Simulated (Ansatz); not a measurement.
HgSe₂⁻, relaxed as a doublet with UKS r2SCAN-D4/def2-TZVPD in Ansatz, starting from the GFN1-xTB geometry. Force threshold 0.02 eV/Å.

In the def2 sets Hg takes a core potential; there is no spin–orbit coupling. The highest occupied level of the charge -1 doublet lies above zero (up to 0.07 eV). By energy differences its removal costs 2.43 eV (vertical, to the charge 0 triplet, at r2SCAN-D4/def2-TZVPD); a positive level beside a positive removal energy at the same level points to self-interaction error. The relaxation made no stability test and no search for a lower SCF solution. The structure comes from a short search, and lower isomers may exist.

Start:

```tsv
atom	x (Å)	y (Å)	z (Å)
Hg1	-0.160	0.054	-1.979
Se2	-0.124	-1.164	0.975
Se3	0.283	1.110	1.004
```

```json
{"step": "1", "energy (eV)": "-134880.3223", "largest force component (eV/Å)": "0.458", "SCF passes": "18"}
{"step": "2", "energy (eV)": "-134880.3384", "largest force component (eV/Å)": "0.139", "SCF passes": "20"}
{"step": "3", "energy (eV)": "-134880.3448", "largest force component (eV/Å)": "0.047", "SCF passes": "21"}
{"step": "4", "energy (eV)": "-134880.3456", "largest force component (eV/Å)": "0.004", "SCF passes": "23"}
```

Force components are those of the run's own axes.

End:

```xyz
3

Hg   -0.167    0.056   -2.070
Se   -0.117   -1.149    1.021
Se    0.284    1.093    1.049
```

By distances, no bond broke or formed. The bond that changes most is Se2–Se3, from 2.31 to 2.28 Å (atoms count from 1).

No frequencies were taken in this run, so the end may be a saddle point.

Hardware: 4 threads of Arm Neoverse V1 on a shared host. Wall time 21 s.
